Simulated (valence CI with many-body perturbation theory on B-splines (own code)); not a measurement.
# Ta41+: calculated level list

Computed by relativistic CI+MBPT: four valence electrons over a frozen Dirac-Fock core [Ar] 3d10, radial functions for each j: 11 s, 11 p, 10 d, 8 f, 5 g, 2 h, with the one-electron correlation potential Σ1, the two-electron term Σ2, the three-electron term Σ3, Breit, model QED; selected CI, second order for the rest, scaled by the run's own slope (own B-spline code, finite nucleus).

The last digits are not significant, and no measured levels were compared; by estimate large intervals hold to a few tenths of a per cent, small ones and those within an open d or f shell to about a per cent. Among the levels kept, up to 390 cm⁻¹ of a level comes from second order outside the variational space, and about a tenth of that is noise between levels of different J, which matters for small intervals.

Levels 91 to 135 of 190, with energies above the lowest level, (4s^2 4p1/2^2) J=0. "Leading %" is the weight of the configuration and term that name the level; weights of strongly mixed levels are sums over their largest components and can fall short, so below about 35 % the name and the second component can differ from the true leading terms, or belong to a minority configuration. In the jj column 3d3/2^4 stands for four electrons in 3d with j = 3/2. Lifetimes count E1, E2, E3, M1 and M2 decay at the calculated energies, and are blank where another channel may lead or the interval is too uncertain; long ones can be off by a factor of two.

```tsv
No.	Configuration	Term	J	E (× 10³ cm⁻¹)	Leading %	g	Lifetime	Second component	Leading jj
91	4p3 4d	3P°	0	4230.3	56		3.20 ps	26 % 4p3 4d 5D°	4p1/2^2 4p3/2 4d3/2 (93 %)
92	4p3 4d	3D°	1	4248.7	30	1.143	2.40 ps	27 % 4p3 4d 3P°	4p1/2^2 4p3/2 4d3/2 (93 %)
93	4s 4p2 4f	3F°	3	4253.8	21	1.055	2.69 ps	20 % 4s 4p2 4f 5G°	4s 4p1/2^2 4f7/2 (56 %)
94	4s 4p2 4d	3P	1	4257.6	21	1.277	629 fs	14 % 4s 4p2 4d 3D	4s 4p3/2^2 4d3/2 (69 %)
95	4s 4p2 4d	3F	4	4258.6	24	1.176	3.78 ps	21 % 4s2 4p 4f 1G	4s 4p3/2^2 4d5/2 (36 %)
96	4s 4p2 4f	3F°	4	4258.8	32	1.276	8.19 ps	21 % 4s 4p2 4f 5D°	4s 4p1/2^2 4f7/2 (89 %)
97	4s 4p2 4d	3D	2	4271.2	24	1.107	1.10 ps	17 % 4s2 4p 4f 1D	4s 4p3/2^2 4d3/2 (40 %)
98	4s2 4p 4f	3G	5	4280.6	67	1.222	1.94 ps	19 % 4s 4p2 4d 3G	4s^2 4p3/2 4f7/2 (67 %)
99	4s 4p2 4d	3P	0	4289.9	60		605 fs	10 % 4s 4p2 4d 1S	4s 4p3/2^2 4d3/2 (74 %)
100	4s2 4d2	3F	4	4315.5	25	1.170	652 fs	16 % 4s2 4p 4f 3G	4s^2 4p3/2 4f5/2 (28 %)
101	4p3 4d	5D°	3	4317.4	14	1.131	2.25 ps	13 % 4s 4p2 4f 1F°	4s 4p1/2^2 4f7/2 (28 %)
102	4s 4p2 4d	3P	1	4323.8	33	1.409	1.27 ps	28 % 4s 4p2 4d 1P	4s 4p3/2^2 4d5/2 (87 %)
103	4s 4p2 4d	3D	3	4333.1	46	1.211	1.86 ps	18 % 4s 4p2 4d 1F	4s 4p3/2^2 4d5/2 (86 %)
104	4s2 4p 4f	1D	2	4350.7	18	1.146	1.13 ps	15 % 4s 4p2 4d 1D	4s 4p3/2^2 4d3/2 (37 %)
105	4s 4p2 4d	3F	4	4365.8	29	1.151	1.07 ps	16 % 4s2 4p 4f 1G	4s 4p3/2^2 4d5/2 (48 %)
106	4s 4p2 4d	3D	1	4370.2	39	0.705	553 fs	28 % 4s2 4p 4f 3D	4s 4p3/2^2 4d3/2 (66 %)
107	4s 4p2 4d	3F	3	4372.6	21	1.056	590 fs	16 % 4s 4p2 4d 1F	4s 4p3/2^2 4d3/2 (48 %)
108	4s 4p2 4d	3F	2	4375.1	21	1.001	444 fs	15 % 4s 4p2 4d 3D	4s 4p3/2^2 4d3/2 (67 %)
109	4s 4p2 4d	3D	3	4376.9	61	1.236	893 fs	12 % 4s 4p2 4d 1F	4s 4p3/2^2 4d5/2 (73 %)
110	4p3 4d	3F°	4	4381.4	41	1.248	2.52 ps	23 % 4p3 4d 5D°	4p1/2^2 4p3/2 4d5/2 (86 %)
111	4p3 4d	3D°	2	4406.8	34	1.259	2.11 ps	21 % 4p3 4d 3P°	4p1/2^2 4p3/2 4d5/2 (89 %)
112	4s2 4d2	1S	0	4422.5	57		970 fs	20 % 4s2 4d2 3P	4s^2 4d5/2^2 (75 %)
113	4s 4p2 4d	1D	2	4445.0	41	1.102	1.13 ps	12 % 4s 4p2 4d 3D	4s 4p3/2^2 4d5/2 (70 %)
114	4s 4p2 4d	3F	4	4445.0	27	1.121	719 fs	20 % 4s2 4d2 1G	4s 4p3/2^2 4d5/2 (48 %)
115	4s 4p2 4d	3P	2	4471.6	21	1.224	848 fs	13 % 4s 4p2 4d 3D	4s 4p3/2^2 4d5/2 (76 %)
116	4s 4p2 4d	3D	3	4501.6	38	1.201	639 fs	24 % 4s 4p2 4d 1F	4s 4p3/2^2 4d5/2 (74 %)
117	4p3 4d	1F°	3	4507.9	17	1.097	1.44 ps	16 % 4p3 4d 3D°	4p1/2^2 4p3/2 4d5/2 (64 %)
118	4s 4p2 4d	3P	1	4507.9	35	1.071	695 fs	33 % 4s 4p2 4d 1P	4s 4p3/2^2 4d5/2 (87 %)
119	4p3 4d	3D°	1	4510.8	37	1.020	1.83 ps	19 % 4p3 4d 1P°	4p1/2^2 4p3/2 4d5/2 (88 %)
120	4s 4p 4d2	5G°	2	4523.7	63	0.492	2.03 ps	26 % 4s 4p 4d2 3F°	4s 4p1/2 4d3/2^2 (89 %)
121	4s 4p2 4d	1D	2	4580.8	44	1.044	566 fs	17 % 4s 4p2 4d 3P	4s 4p3/2^2 4d5/2 (79 %)
122	4s 4p 4d2	5G°	3	4581.4	42	0.997	2.14 ps	19 % 4s 4p 4d2 3F°	4s 4p1/2 4d3/2^2 (79 %)
123	4s 4p 4d2	5D°	0	4646.7	61		1.02 ps	31 % 4s 4p 4d2 3P°	4s 4p1/2 4d3/2^2 (85 %)
124	4p4	3P	0	4687.1	44		448 fs	27 % 4p4 1S	4p3/2^4 (70 %)
125	4s 4p 4d2	5D°	1	4688.2	37	1.119	957 fs	17 % 4s 4p 4d2 5F°	4s 4p1/2 4d3/2^2 (75 %)
126	4s 4p 4d2	5F°	1	4693.5	34	0.724	683 fs	21 % 4s 4p 4d2 3D°	4s 4p1/2 4d3/2^2 (88 %)
127	4s 4p 4d2	5G°	3	4693.6	21	1.119	4.06 ps	13 % 4s 4p 4d2 5F°	4s 4p1/2 4d3/2 4d5/2 (74 %)
128	4s 4p 4d2	5F°	2	4696.7	28	1.090	1.40 ps	20 % 4s 4p 4d2 5D°	4s 4p1/2 4d3/2 4d5/2 (61 %)
129	4s 4p 4d2	5G°	4	4701.1	36	1.105	6.71 ps	11 % 4s 4p 4d2 3H°	4s 4p1/2 4d3/2 4d5/2 (80 %)
130	4s 4p 4d2	3D°	2	4723.7	21	1.230	739 fs	14 % 4s 4p 4d2 3P°	4s 4p1/2 4d3/2^2 (57 %)
131	4s 4p 4d2	5P°	1	4730.8	41	1.830	1.94 ps	24 % 4s 4p 4d2 5D°	4s 4p1/2 4d3/2 4d5/2 (84 %)
132	4s 4p 4d2	3H°	5	4753.1	23	1.134	9.18 ps	20 % 4s 4p 4d2 3G°	4s 4p1/2 4d3/2 4d5/2 (76 %)
133	4s 4p 4d2	3H°	4	4762.3	30	0.994	5.70 ps	11 % 4s 4p 4d2 5G°	4s 4p1/2 4d3/2 4d5/2 (70 %)
134	4s 4p 4d2	5D°	2	4779.5	20	1.165	3.13 ps	9 % 4s 4p 4d2 3D°	4s 4p1/2 4d3/2 4d5/2 (64 %)
135	4s 4p 4d2	3G°	3	4780.7	23	1.095	2.89 ps	8 % 4s 4p 4d2 5D°	4s 4p1/2 4d3/2 4d5/2 (68 %)
```

Where two levels of one J and parity lie close, their mixing, g and order are uncertain.
